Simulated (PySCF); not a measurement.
A species of formula C4H12Si2 has this rotational fingerprint, computed with B3LYP/def2-SVPD in PySCF (dipole) on a GFN2-xTB geometry, gas phase:

```
Rotational constants : A = 7381, B = 702.1, C = 672.1 MHz
Dipole components    : |μa| = 0.45 D, |μb| = 0.22 D, |μc| = 0.06 D
Inertial defect      : -36.32 u·Å²
κ                    : -0.99
```

Question: Which candidate fits, each taken in the one conformer that was computed?
A. `C[Si]1(C)C[SiH2]C1`
B. `[CH2:1]=[CH:2][SiH2:3][CH2:4][CH2:5][SiH3:6]` with C1–C2–Si3–C4 -114°, C2–Si3–C4–C5 180°, Si3–C4–C5–Si6 -179°

Answer: B. It is C=C[SiH2]CC[SiH3], a near-prolate asymmetric top, point group C1. The candidates at the same level (rigid rotor, commonest isotopes):

```json
{"SMILES": "C=C[SiH2]CC[SiH3]", "A (MHz)": "7381", "B (MHz)": "702.1", "C (MHz)": "672.1", "μa (D)": "0.45", "μb (D)": "0.22", "μc (D)": "0.06", "Δ (u·Å²)": "-36.32", "point group": "C1", "rotor": "near-prolate asymmetric top"}
{"SMILES": "C[Si]1(C)C[SiH2]C1", "A (MHz)": "3394", "B (MHz)": "1544", "C (MHz)": "1432", "μa (D)": "0.90", "μb (D)": "0.00", "μc (D)": "0.00", "Δ (u·Å²)": "-123.35", "point group": "C2v", "rotor": "asymmetric top"}
```

`C[Si]1(C)C[SiH2]C1` has B 120 % too high. No structure here is proved a minimum.
